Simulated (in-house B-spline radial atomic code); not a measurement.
Successive ionisation energies of praseodymium; each step leads to the configuration of the next row (after the last: [Ar] 3d3/2(1)). Dirac energy differences include first-order Breit, QED and recoil terms. NIST's values go from ground level to ground level; the uncertainty of those that are theory runs from under 0.1 % in few-electron ions to several per cent in heavy many-electron ones. Computed with an all-electron radial atomic-structure program (B-spline basis): Dirac-Hartree-Fock, jj configuration that fills j = l - 1/2 first, finite nuclei.

A number in brackets counts the electrons of a j subshell.

| ion | configuration | ionisation energy (eV) | tabulated value (eV) | tabulated kind | computed minus tabulated (eV) | highest orbital | largest mean radius (bohr) |
| --- | --- | --- | --- | --- | --- | --- | --- |
| Pr22+ | [Kr] 4d3/2(1) | 663.0 | 663 | tabulated theory | 0.0 | 4d3/2 | 0.6104 |
| Pr23+ | [Ar] 3d10 4s2 4p6 | 802.7 | 803 | tabulated theory | -0.3 | 4p3/2 | 0.59869 |
| Pr24+ | [Ar] 3d10 4s2 4p1/2(2) 4p3/2(3) | ? | ? | tabulated theory | ? | ? | ? |
| Pr25+ | [Ar] 3d10 4s2 4p1/2(2) 4p3/2(2) | 879.9 | 880 | tabulated theory | -0.1 | 4p3/2 | 0.58831 |
| Pr26+ | [Ar] 3d10 4s2 4p1/2(2) 4p3/2(1) | 919.2 | 920 | tabulated theory | -0.8 | 4p3/2 | 0.58347 |
| Pr27+ | [Ar] 3d10 4s2 4p1/2(2) | 984.7 | 985 | tabulated theory | -0.3 | 4p1/2 | 0.56233 |
| Pr28+ | [Ar] 3d10 4s2 4p1/2(1) | 1027.6 | 1028 | tabulated theory | -0.4 | 4p1/2 | 0.55732 |
| Pr29+ | [Ar] 3d10 4s2 | 1124.5 | 1124 | tabulated theory | 0.5 | 4s1/2 | 0.5521 |
| Pr30+ | [Ar] 3d10 4s1 | 1168.4 | 1169.9 | semi-empirical | -1.5 | 4s1/2 | 0.5479 |
| Pr31+ | [Ar] 3d10 | 2019.5 | 2019 | tabulated theory | 0.5 | 3d5/2 | 0.26698 |
| Pr32+ | [Ar] 3d3/2(4) 3d5/2(5) | 2112.1 | 2108 | tabulated theory | 4.1 | 3d5/2 | 0.26501 |
| Pr33+ | [Ar] 3d3/2(4) 3d5/2(4) | 2206.3 | 2202 | tabulated theory | 4.3 | 3d5/2 | 0.26317 |
| Pr34+ | [Ar] 3d3/2(4) 3d5/2(3) | 2302.1 | 2304 | tabulated theory | -1.9 | 3d5/2 | 0.26155 |
| Pr35+ | [Ar] 3d3/2(4) 3d5/2(2) | 2399.4 | 2400 | tabulated theory | -0.6 | 3d5/2 | 0.25994 |
| Pr36+ | [Ar] 3d3/2(4) 3d5/2(1) | ? | ? | tabulated theory | ? | ? | ? |
| Pr37+ | [Ar] 3d3/2(4) | ? | ? | tabulated theory | ? | ? | ? |
| Pr38+ | [Ar] 3d3/2(3) | 2730.2 | 2729 | tabulated theory | 1.2 | 3d3/2 | 0.25515 |
| Pr39+ | [Ar] 3d3/2(2) | 2834.5 | 2838 | tabulated theory | -3.5 | 3d3/2 | 0.25355 |

Question: Fill in the row of Pr24+.

Answer: ionisation energy (eV): 841.1; tabulated value (eV): 840; computed minus tabulated (eV): 1.1; highest orbital: 4p3/2; largest mean radius (bohr): 0.59326.

Question: Fill in the row of Pr36+.

Answer: ionisation energy (eV): 2498.2; tabulated value (eV): 2501; computed minus tabulated (eV): -2.8; highest orbital: 3d5/2; largest mean radius (bohr): 0.25834.

Question: Fill in the row of Pr37+.

Answer: ionisation energy (eV): 2627.4; tabulated value (eV): 2628; computed minus tabulated (eV): -0.6; highest orbital: 3d3/2; largest mean radius (bohr): 0.25675.

Question: Where is the largest jump?

Answer: From Pr30+ to Pr31+, by a factor of 1.73 (1168.4 to 2019.5 eV); the highest orbital goes from 4s1/2 to 3d5/2.
